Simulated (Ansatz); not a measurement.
```yaml
crystal:
  periodic: [false, false, false]
  atoms:
    - {symbol: O, position_ang: [2.443443, -0.661675, -1.635044]}
    - {symbol: C, position_ang: [0.678447, -0.691684, 0.166870]}
    - {symbol: S, position_ang: [0.798110, -2.636414, 2.497846]}
    - {symbol: Te, position_ang: [-2.226692, 2.062621, -0.400304]}
    - {symbol: H, position_ang: [2.116711, 0.605752, -2.905497]}
    - {symbol: H, position_ang: [-3.730464, 1.200458, 2.189013]}
basis:
  gaussian: {orbitals: STO-3G}
hamiltonian: {xc: {name: PBE0}, dispersion: d4}
```

```sh
$ ansatz run in.yaml --threads 2 --pin off --events-out ev --progress --plain --max-ram 4352MiB
```

It prints (some lines left out):

```
Functional definition: PBE0
523 factors; integrals over basis functions are off by at most 2.8e-5 eV
mean field evaluation 1: about -191937.4662 eV, gradient 4.8e1 eV
mean field evaluation 2: about -191674.6999 eV, gradient 6.8e1 eV
mean field evaluation 4: about -191776.1304 eV, gradient 3.7e1 eV
mean field evaluation 8: about -191961.1380 eV, gradient 1.5e0 eV
mean field evaluation 16: about -191961.5293 eV, gradient 3.2e-3 eV
mean field evaluation 96: about -191961.5100 eV, gradient 6.9e-2 eV
mean field -191961.55458407 eV, -7054.4570147495 hartree, gradient 2.3e-6 eV, S^2 0.000000; 15 other end points of the search recorded, 0 dependent functions left out
reference -191961.55460373 eV, -7054.4570154722 hartree; 42, 42 occupied and 6, 6 virtual orbitals, 523 factors
Total energy: -191961.62756835 eV, -7054.4596968723 hartree
```

In this input the coordinates are in bohr but typed as ångström. The calculation finished and met its thresholds. The result belongs to that input, not to the molecule as meant.
